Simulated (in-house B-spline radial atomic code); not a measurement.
# P5+: [He] 2s1 2p6 4p1 (an excited or competing configuration)

All numbers are computed (Dirac-Hartree-Fock, average of configuration; Fermi nucleus of rms radius 3.1889 fm) with an all-electron radial atomic-structure program (B-spline basis), not measured.

Screening seen three ways: the hydrogenic charge with the same mean radius, Z_r = [3n² - l(l+1)]/(2<r>), the one with the same energy, Z_e = n√(-2ε), and Slater's rules. Values are occupation-weighted means over j.

```
shell  electrons   ε (eV)  <r> (bohr)    Z_r    Z_e  Slater
   1s          2  -2302.2      0.1034  14.50  13.01   14.70
   2s          1  -313.45      0.4992  12.02   9.60   11.20
   2p          6  -251.76      0.4622  10.82   8.60   11.20
   4p          1  -37.416       3.132   7.34   6.63    6.00
```

The least bound orbital is 4p3/2 at -37.4 eV, and it is also the most diffuse (<r> = 3.133 bohr). The part-filled 2s shell lies below the filled 2p shell in orbital energy.

Spin-orbit splittings of the orbital energies (j = l + 1/2 above j = l - 1/2 when positive): 2p 1.035 eV, 4p 0.04985 eV.

For the 1s electron the small component carries 0.284 % of the norm, the zero-frequency Breit interaction raises the level by 1.387 eV, self-energy by 0.6106 eV, and vacuum polarisation lowers it by 0.03915 eV.
